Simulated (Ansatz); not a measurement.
Species: sum formula TaO2F (charge +1, doublet). The spin state was set by rule; other spins were not relaxed. SMILES of the parent species: [O]=[Ta](=[O])[F]
Geometry from a B3LYP-D3(BJ)/def2-TZVP (Ansatz, a first-principles code) optimisation:
```xyz
4

Ta     0.0698    -0.0742    -0.1689
O     -1.4536    -0.7632     0.3935
O     -0.5660     1.5685    -0.2639
F      1.2287    -0.1139     1.2549
```
Charge +1, spin multiplicity 2.

Parts of the frozen-core correlation energy in def2-SVP (Ansatz, hartree). Frozen orbitals: 7; correlated occupied orbitals by spin: 12 and 11; virtual: 55 and 56. UHF or UKS for open shells. No spin-orbit coupling. Past Kr the def2 sets carry scalar-relativistic core potentials.

```
term                            value
-------------------------  ----------
reference (HF)             -305.09905
MP2 opposite-spin            -0.45791
MP2 same-spin                     [?]
CCSD correlation                  [?]
(T)                               [?]
T1 diagnostic                   0.058
largest doubles amplitude       0.062
<S^2> of the reference          1.157
```

Some entries are withheld; supply them.


- MP2 same-spin, value: -0.19146
- CCSD correlation, value: -0.67422
- (T), value: -0.02836
